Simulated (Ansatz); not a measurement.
Consider the cleavage of the B–B bond: `BB(C)CC` + `O=[C](O)[GeH3]` → `BO[C](=O)[GeH3]` + `CBCC`.

Isolated molecules relaxed with PBE0-D4/def2-TZVP in Ansatz; ΔE leaves out vibrations. CCSD(T)/CBS adds triple-zeta CCSD(T) − MP2 to the extrapolated MP2 energy (def2 sets, frozen cores). Functionals use def2-TZVPP. For Ge outer-core shells are correlated without core-valence functions, which leaves a few kJ/mol of doubt a bond. Scalar relativity is left out up to krypton. Each species was taken in one conformer, which may not be the lowest.

| level | ΔE (kcal/mol) | difference from CCSD(T)/CBS |
| --- | --- | --- |
| PBE-D4 | -25.1 | 3.9 |
| PBE0-D4 | -26.1 | 2.9 |
| ωB97X-V | -28.1 | 0.9 |
| ωB97M-V | -29.0 | 0.0 |
| PBE | -25.2 | 3.8 |
| r2SCAN | -27.0 | 2.0 |
| PBE0 | -26.2 | 2.8 |
| HF/def2-TZVPP | -31.9 | -2.9 |
| MP2/def2-TZVPP | -30.3 | -1.3 |
| SCS-MP2/def2-TZVPP | -30.8 | -1.8 |
| CCSD/def2-TZVPP | -29.5 | -0.5 |
| HF/def2-QZVPP | -32.1 | -3.1 |
| MP2/def2-QZVPP | -30.1 | -1.1 |
| SCS-MP2/def2-QZVPP | -30.6 | -1.6 |
| HF/CBS(def2) | -32.1 | -3.1 |
| CCSD/CBS(def2) | -29.1 | -0.1 |
| CCSD(T)/CBS | -29.0 | 0 |

Largest T1 diagnostic among the species: 0.015.

In def2-TZVPP, CCSD(T) changes the Hartree–Fock value by +2.4 kcal/mol (the triples alone add +0.0 kcal/mol) and MP2 by +1.6 kcal/mol. From PBE to PBE0 (25 % exact exchange), in def2-TZVPP and without D4, ΔE moves by −1.0 kcal/mol.
